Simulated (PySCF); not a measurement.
A side-by-side comparison of computed properties.

First species: C₆H₉ClF₂O.
Geometry (GFN2-xTB, Å), atoms numbered from 1 in this order:
```xyz
19
C6H9ClF2O angstrom
C     -1.5682    0.6828   -1.3612
C     -0.5267    0.4665   -0.2629
C     -1.2050    0.3970    1.1028
C      0.2497   -0.8249   -0.5484
F      0.7269   -0.8138   -1.8379
C      1.4736   -1.0828    0.3641
F      1.0635   -1.6136    1.5525
C      2.3138    0.1665    0.5518
O      2.9622    0.6847   -0.2931
Cl     2.2580    0.8127    2.1784
H     -1.0921    0.7330   -2.3367
H     -2.2890   -0.1322   -1.3667
H     -2.0996    1.6145   -1.1874
H      0.1812    1.3021   -0.2835
H     -1.7566    1.3163    1.2803
H     -1.9059   -0.4345    1.1330
H     -0.4875    0.2702    1.9075
H     -0.4137   -1.6981   -0.4713
H      2.1056   -1.8371   -0.1286
```

Second species: C₆H₉ClN₂S.
InChI=1S/C6H9ClN2S/c1-5(3-7)2-6-8-4-9-10-6/h4-5H,2-3H2,1H3/t5-/m1/s1

Levels: PBE0/pcSseg-1 for dipole moment, HOMO energy, LUMO energy and HOMO–LUMO gap; GFN2-xTB for rotational constant A and rotational constant C. Geometries: GFN2-xTB. Each structure is a single optimised conformer of the isolated species, non-relativistic unless stated; the electronic structure was computed with PySCF and density fitting.

The conformers computed, where there is a choice (atom-mapped SMILES and torsion angles):
- `[CH3:1][CH:2]([CH3:3])[C@@H:4]([F:5])[C@H:6]([F:7])[C:8](=[O:9])[Cl:10]`: C1–C2–C4–F5 52°, C2–C4–C6–F7 81°, C4–C6–C8–O9 -69°
- `[CH3:1][C@@H:2]([CH2:3][Cl:4])[CH2:5][c:6]1[n:7][cH:8][n:9][s:10]1`: C1–C2–C3–Cl4 65°, C1–C2–C5–C6 176°, C2–C5–C6–N7 -45°

| property | column X | column Y |
| --- | --- | --- |
| dipole moment | 2.48 D | 2.30 D |
| HOMO energy | -7.90 eV | -8.76 eV |
| LUMO energy | -1.30 eV | -1.56 eV |
| HOMO–LUMO gap | 6.60 eV | 7.20 eV |
| rotational constant A | 1.751 GHz | 1.517 GHz |
| rotational constant C | 0.538 GHz | 0.737 GHz |

(1) Which column belongs to which species?

(2) How does each property change from the first species to the second?

Answers

(1) Column X is the second species and column Y the first. The first has 19 atoms and 88 electrons, the second 19 and 92.

(2) dipole moment +0.18 D; HOMO energy +0.86 eV; LUMO energy +0.26 eV; HOMO–LUMO gap -0.60 eV; rotational constant A +0.234 GHz; rotational constant C -0.199 GHz.

On the first: The dipole equals about 7.7 × 10⁻³⁰ C·m (1 D = 3.33564 × 10⁻³⁰ C·m).

On the second: A dipole of 2.48 D is allowed in C1, and pure rotational transitions are dipole-allowed. The dipole equals about 8.3 × 10⁻³⁰ C·m (1 D = 3.33564 × 10⁻³⁰ C·m).
